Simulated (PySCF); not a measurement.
Gas-phase equilibrium of 1 mol SnCl4, 0.92 mol H2 at 2500 K and 0.133 bar, among 14 species (SnCl4, HCl, SnH2, SnHCl3, SnCl3, H, H2, SnH4, SnCl2, SnH2Cl2, Cl, Cl2, SnH3Cl, SnHCl). Only gases are allowed; each row takes one source of thermochemistry for all species, and Cantera finds the minimum.

Energies from PySCF (xtb for GFN2), thermal terms from the rigid-rotor harmonic-oscillator model, ideal gas at 1 bar. † marks an energy on the PBE0/def2-TZVP geometry and frequencies; other levels use their own. MP2 freezes the core. Open shells (unrestricted) among the columns below: H (multiplicity 2), Cl (multiplicity 2, electronic degeneracy 6); the rest are closed-shell singlets. GFN2 has no spin-polarisation term. Spin-orbit splitting is ignored; it lowers the true energy and changes the entropy of Cl. Sn: scalar-relativistic def2 core potential, no spin-orbit coupling. SnHCl: computed as isolated molecules; such fragments, hydroxides, amides, oligomers or adducts are transient or little studied in the gas. MP2 isn't extrapolated to the basis-set limit. The harmonic model lacks anharmonicity and excited electronic states, which grow with temperature; levels with a mode under 35 cm⁻¹ are left out. Soft modes under 120 cm⁻¹ make the harmonic entropy rough for SnCl2.

Molecules larger than those listed are left out.

Mole fractions:

```tsv
thermochemistry	x HCl	x Cl	x SnCl2	x H	x H2	x SnHCl
BLYP/def2-TZVP†	0.43	0.18	0.31	0.018	0.057	0.00033
GFN2-xTB	0.46	0.16	0.31	0.0039	0.056	0.00098
HF/def2-TZVP†	0.055	0.41	0.22	0.24	0.059	0.0056
MP2/def2-SVP†	0.41	0.20	0.30	0.049	0.049	0.00061
r2SCAN/def2-TZVP†	0.49	0.14	0.31	0.017	0.038	0.00017
ωB97X-V/def2-TZVP†	0.49	0.14	0.31	0.017	0.038	0.00029
```
The most sensitive of these is H: it spans a factor of 10^1.8 over these rows; at this temperature one factor of ten is RT ln 10 = 48 kJ/mol.
